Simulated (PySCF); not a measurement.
## Potential energy of KSn along the bond

Set-up: PySCF, scalar-relativistic core potentials, basis sets K def2-SVPD, Sn def2-SVPD with ECP28. Energies in eV from K + Sn in their ground configurations at the same level. State: ⁴Σ⁻ (quartet), unpaired electrons σ ↑, π ↑↑.

All columns are PBE0. A positive dipole means K(−)Sn(+).

| R (Å) | E (eV) | μ (D) | Mulliken charge on K (basis-dependent) | HOMO (eV) | LUMO (eV) | Mayer bond order | ⟨S²⟩ |
| --- | --- | --- | --- | --- | --- | --- | --- |
| 2.832 | -1.011 | -8.14 | 0.65 | -3.96 | -1.46 | 0.62 | 3.75 |
| 2.964 | -1.193 | -8.52 | 0.64 | -3.86 | -1.51 | 0.62 | 3.75 |
| 3.095 | -1.292 | -8.89 | 0.63 | -3.78 | -1.55 | 0.63 | 3.75 |
| 3.194 | -1.325 | -9.15 | 0.62 | -3.72 | -1.58 | 0.64 | 3.75 |
| 3.293 | -1.333 | -9.41 | 0.61 | -3.67 | -1.60 | 0.66 | 3.75 |
| 3.392 | -1.322 | -9.65 | 0.59 | -3.62 | -1.65 | 0.67 | 3.75 |
| 3.523 | -1.286 | -9.97 | 0.57 | -3.56 | -1.71 | 0.69 | 3.75 |
| 3.688 | -1.219 | -10.32 | 0.55 | -3.50 | -1.78 | 0.69 | 3.75 |
| 3.886 | -1.119 | -10.68 | 0.53 | -3.45 | -1.86 | 0.69 | 3.75 |
| 4.149 | -0.974 | -11.00 | 0.51 | -3.41 | -1.96 | 0.66 | 3.75 |

A fit through these points gives, at Re = 3.281 Å, μ = -9.38 D and dμ/dR = -2.56 D/Å; the reduced mass is 29.41 u.

How strong is the fundamental in the double-harmonic approximation, I = 42.26·(dμ/dR)²/μred km/mol?

I = 42.26·(-2.56)²/29.41 = 9.42 km/mol at PBE0.

Spin–orbit coupling is left out, which matters for elements this heavy, above all for dissociation energies. The state is the lowest determinant that a PBE0 search found; another state may lie lower at other levels.
